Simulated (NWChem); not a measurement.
System: BeClF; SMILES [F][Be][Cl]

Here is an NWChem input.

```
start job
memory heap 200 mb stack 900 mb global 1100 mb
geometry units angstroms
  Be     0.487413    -0.015130    -0.291099
  F      1.668241    -0.049550    -0.999354
  Cl    -1.017870     0.030399     0.609527
end
basis spherical
  * library 6-31g*
end
dft
  xc b3lyp
  iterations 150
end
driver
  maxiter 120
end
task dft optimize
task dft freq
```

B3LYP is NWChem's, with the RPA form of VWN correlation.

The level has its own optimisation; frequencies are unscaled.

What results follow from this input? (B3LYP/6-31G* (spherical d).) Quantities: r Be–F (Å); r Be–Cl (Å); highest harmonic frequency (cm⁻¹); lowest (cm⁻¹); zero-point energy (kcal/mol); dipole (D).


```yaml
r Be–F (Å): 1.375
r Be–Cl (Å): 1.808
highest harmonic frequency (cm⁻¹): 1447
lowest (cm⁻¹): 278
zero-point energy (kcal/mol): 3.6
dipole (D): 0.24
```
